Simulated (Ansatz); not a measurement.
Consider the ligand exchange at a Ge–O bond: `[CH3][Ge]([NH2])([OH])[F]` + H–F → `[CH3][Ge]([NH2])([F])[F]` + H₂O.

Program: Ansatz. Geometries: PBE0-D4/def2-TZVP. ΔE: electronic, gas phase. CCSD(T)/CBS adds triple-zeta CCSD(T) − MP2 to the extrapolated MP2 energy (def2 sets, frozen cores). This one scheme is used for every species. Functionals use def2-TZVPP. For Ge outer-core shells are correlated without core-valence functions, which leaves a few kJ/mol of doubt a bond. Scalar relativity is left out up to krypton. One conformer a species, not always the lowest.

`[CH3][Ge]([NH2])([OH])[F]`:

Z-matrix (Å, degrees):
```
C
Ge 1 1.927
H 1 1.090 2 109.4
H 1 1.091 2 109.9 3 -119.4
H 1 1.090 2 110.2 3 119.9
N 2 1.802 1 113.9 3 171.3
O 2 1.769 1 115.4 3 -62.3
F 2 1.746 1 106.9 3 50.8
H 6 1.008 2 116.7 1 148.4
H 6 1.007 2 117.6 1 12.3
H 7 0.961 2 111.6 1 96.3
```

H–F:

Z-matrix (Å, degrees):
```
F
H 1 0.920
```

`[CH3][Ge]([NH2])([F])[F]`:

Z-matrix (Å, degrees):
```
C
Ge 1 1.918
H 1 1.090 2 109.2
H 1 1.090 2 110.0 3 -119.6
H 1 1.090 2 109.7 3 120.1
N 2 1.805 1 116.3 3 -179.7
F 2 1.727 1 111.4 3 -59.6
F 2 1.738 1 108.3 3 52.8
H 6 1.010 2 115.9 1 -61.9
H 6 1.011 2 114.5 1 169.0
```

H₂O:

Cartesian coordinates in Å:
```
O 0.085 -0.380 0.010
H -0.664 0.062 0.417
H 0.578 0.318 -0.427
```

```tsv
level	ΔE (kJ/mol)	difference from CCSD(T)/CBS
ωB97M-V	-36.2	-4.8
PBE	-37.8	-6.4
r2SCAN	-38.6	-7.2
PBE0	-36.0	-4.6
HF/def2-TZVPP	-41.5	-10.1
SCS-MP2/def2-TZVPP	-33.0	-1.6
CCSD/def2-TZVPP	-33.1	-1.7
CCSD(T)/def2-TZVPP	-32.1	-0.7
HF/CBS(def2)	-43.2	-11.8
MP2/CBS(def2)	-29.3	2.1
CCSD(T)/CBS	-31.4	0
```

Largest T1 diagnostic among the species: 0.011.

In def2-TZVPP, CCSD(T) changes the Hartree–Fock value by +9.4 kJ/mol (the triples alone add +1.0 kJ/mol) and MP2 by +11.5 kJ/mol. The D4 term adds +3.3 kJ/mol with B3LYP and +1.8 kJ/mol with PBE0; it sums over pairs of atoms, weighted by their polarisabilities, and B3LYP, whose exchange is more repulsive, gets the larger term.

B3LYP here is the variant with VWN-RPA as its local correlation; programs differ in this.
